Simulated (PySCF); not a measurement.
## Polarisability and C₆ of Ni⁺ (nickel, charge +1)

[Ar] 3d9, 2D determinant. Computed with PySCF 2.14 in aug-cc-pVDZ (7s6p4d2f, 59 functions), with no relativity, point nucleus. Coupled (time-dependent) response in atomic units; α is the mean over directions. A double-zeta set is small for polarisabilities.

```json
{"method": "LC-wPBE", "mean α (bohr³)": "7.609", "α xx, yy, zz": "7.193, 7.193, 8.442", "C₆ (like pair)": "23.69", "S(−4)": "67.05"}
```

S(−4) is the Cauchy moment in α(ω) = α(0) + S(−4) ω² + …

α(iu) at LC-wPBE:

```
u (hartree)  α(iu) (bohr³)
          0          7.609
     0.0500          7.447
      0.100          7.020
      0.200          5.866
      0.300          4.852
      0.500          3.596
      0.750          2.785
       1.00          2.287
       1.50          1.639
       2.00          1.225
       3.00         0.7534
       5.00         0.3709
```

For an ion, C₆ is the dispersion term alone; charge-induced terms of lower order in 1/R come first.

The components differ because the open shell of this determinant is not spherical; for a pure term their mean is the scalar polarisability.
